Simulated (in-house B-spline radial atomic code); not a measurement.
Ionisation energies along the 45-electron series, configuration [Kr] 4d9, as differences of self-consistent energies. NIST's values go from ground level to ground level; the uncertainty of those that are theory runs from under 0.1 % in few-electron ions to several per cent in heavy many-electron ones. Computed with a radial B-spline atomic code at the basis-set limit: non-relativistic Hartree-Fock, average of the configuration, point nuclei.

This level leaves out relativity, spin-orbit splitting included, which matters for heavy ions.

```json
{"ion": "Pd+", "configuration after": "[Kr] 4d8", "ionisation energy (eV)": "19.0", "IE/(q+1)² (eV)": "4.7562", "-ε less Coulomb ΔSCF (eV)": "1.9874", "tabulated value (eV)": "19.43", "tabulated kind": "semi-empirical", "computed minus tabulated (eV)": "-0.4"}
{"ion": "Ag2+", "configuration after": "[Kr] 4d8", "ionisation energy (eV)": "34.9", "IE/(q+1)² (eV)": "3.8723", "-ε less Coulomb ΔSCF (eV)": "1.8298", "tabulated value (eV)": "34.8", "tabulated kind": "semi-empirical", "computed minus tabulated (eV)": "0.1"}
{"ion": "Cd3+", "configuration after": "[Kr] 4d8", "ionisation energy (eV)": "53.1", "IE/(q+1)² (eV)": "3.3178", "-ε less Coulomb ΔSCF (eV)": "1.7388", "tabulated value (eV)": "51", "tabulated kind": "tabulated theory", "computed minus tabulated (eV)": "2.1"}
{"ion": "In4+", "configuration after": "[Kr] 4d8", "ionisation energy (eV)": "73.5", "IE/(q+1)² (eV)": "2.9411", "-ε less Coulomb ΔSCF (eV)": "1.6813", "tabulated value (eV)": "69.3", "tabulated kind": "semi-empirical", "computed minus tabulated (eV)": "4.2"}
{"ion": "Sn5+", "configuration after": "[Kr] 4d8", "ionisation energy (eV)": "96.1", "IE/(q+1)² (eV)": "2.6683", "-ε less Coulomb ΔSCF (eV)": "1.6428", "tabulated value (eV)": "94", "tabulated kind": "tabulated theory", "computed minus tabulated (eV)": "2.1"}
{"ion": "Sb6+", "configuration after": "[Kr] 4d8", "ionisation energy (eV)": "120.6", "IE/(q+1)² (eV)": "2.4613", "-ε less Coulomb ΔSCF (eV)": "1.616", "tabulated value (eV)": "117", "tabulated kind": "tabulated theory", "computed minus tabulated (eV)": "3.6"}
{"ion": "Te7+", "configuration after": "[Kr] 4d8", "ionisation energy (eV)": "147.1", "IE/(q+1)² (eV)": "2.2984", "-ε less Coulomb ΔSCF (eV)": "1.5969", "tabulated value (eV)": "143", "tabulated kind": "tabulated theory", "computed minus tabulated (eV)": "4.1"}
{"ion": "I8+", "configuration after": "[Kr] 4d8", "ionisation energy (eV)": "175.5", "IE/(q+1)² (eV)": "2.1667", "-ε less Coulomb ΔSCF (eV)": "1.583", "tabulated value (eV)": "171", "tabulated kind": "tabulated theory", "computed minus tabulated (eV)": "4.5"}
{"ion": "Xe9+", "configuration after": "[Kr] 4d8", "ionisation energy (eV)": "?", "IE/(q+1)² (eV)": "?", "-ε less Coulomb ΔSCF (eV)": "?", "tabulated value (eV)": "?", "tabulated kind": "tabulated theory", "computed minus tabulated (eV)": "?"}
{"ion": "Cs10+", "configuration after": "[Kr] 4d8", "ionisation energy (eV)": "?", "IE/(q+1)² (eV)": "?", "-ε less Coulomb ΔSCF (eV)": "?", "tabulated value (eV)": "?", "tabulated kind": "tabulated theory", "computed minus tabulated (eV)": "?"}
{"ion": "Ba11+", "configuration after": "[Kr] 4d8", "ionisation energy (eV)": "271.9", "IE/(q+1)² (eV)": "1.8883", "-ε less Coulomb ΔSCF (eV)": "1.5606", "tabulated value (eV)": "267.1", "tabulated kind": "tabulated theory", "computed minus tabulated (eV)": "4.8"}
{"ion": "La12+", "configuration after": "[Kr] 4d8", "ionisation energy (eV)": "307.7", "IE/(q+1)² (eV)": "1.8208", "-ε less Coulomb ΔSCF (eV)": "1.557", "tabulated value (eV)": "303", "tabulated kind": "tabulated theory", "computed minus tabulated (eV)": "4.7"}
{"ion": "Ce13+", "configuration after": "[Kr] 4d8", "ionisation energy (eV)": "345.3", "IE/(q+1)² (eV)": "1.7618", "-ε less Coulomb ΔSCF (eV)": "1.5546", "tabulated value (eV)": "340", "tabulated kind": "tabulated theory", "computed minus tabulated (eV)": "5.3"}
{"ion": "Pr14+", "configuration after": "[Kr] 4d8", "ionisation energy (eV)": "384.7", "IE/(q+1)² (eV)": "1.7099", "-ε less Coulomb ΔSCF (eV)": "1.5533", "tabulated value (eV)": "378", "tabulated kind": "tabulated theory", "computed minus tabulated (eV)": "6.7"}
{"ion": "Nd15+", "configuration after": "[Kr] 4d8", "ionisation energy (eV)": "425.9", "IE/(q+1)² (eV)": "1.6637", "-ε less Coulomb ΔSCF (eV)": "1.5527", "tabulated value (eV)": "420", "tabulated kind": "tabulated theory", "computed minus tabulated (eV)": "5.9"}
{"ion": "Pm16+", "configuration after": "[Kr] 4d8", "ionisation energy (eV)": "468.9", "IE/(q+1)² (eV)": "1.6224", "-ε less Coulomb ΔSCF (eV)": "1.5528", "tabulated value (eV)": "462", "tabulated kind": "tabulated theory", "computed minus tabulated (eV)": "6.9"}
{"ion": "Sm17+", "configuration after": "[Kr] 4d8", "ionisation energy (eV)": "513.6", "IE/(q+1)² (eV)": "1.5852", "-ε less Coulomb ΔSCF (eV)": "1.5533", "tabulated value (eV)": "506", "tabulated kind": "tabulated theory", "computed minus tabulated (eV)": "7.6"}
{"ion": "Eu18+", "configuration after": "[Kr] 4d8", "ionisation energy (eV)": "?", "IE/(q+1)² (eV)": "?", "-ε less Coulomb ΔSCF (eV)": "?", "tabulated value (eV)": "?", "tabulated kind": "tabulated theory", "computed minus tabulated (eV)": "?"}
{"ion": "Gd19+", "configuration after": "[Kr] 4d8", "ionisation energy (eV)": "608.4", "IE/(q+1)² (eV)": "1.5209", "-ε less Coulomb ΔSCF (eV)": "1.5555", "tabulated value (eV)": "601", "tabulated kind": "tabulated theory", "computed minus tabulated (eV)": "7.4"}
```

(1) Fill in the row of Xe9+.

(2) Fill in the row of Cs10+.

(3) Fill in the row of Eu18+.

(4) How far is this level of theory from the measured and semi-empirical values?

## Answers

(1) ionisation energy (eV): 205.8; IE/(q+1)² (eV): 2.0579; -ε less Coulomb ΔSCF (eV): 1.573; tabulated value (eV): 202; computed minus tabulated (eV): 3.8.

(2) ionisation energy (eV): 237.9; IE/(q+1)² (eV): 1.9664; -ε less Coulomb ΔSCF (eV): 1.5657; tabulated value (eV): 233; computed minus tabulated (eV): 4.9.

(3) ionisation energy (eV): 560.1; IE/(q+1)² (eV): 1.5515; -ε less Coulomb ΔSCF (eV): 1.5542; tabulated value (eV): 553; computed minus tabulated (eV): 7.1.

(4) Over those 3 rows the differences run from -0.405 to +4.23 eV (mean absolute value 1.6 eV). The calculation leaves out relativity, correlation and, in open shells, the multiplet splittings that an average leaves out.
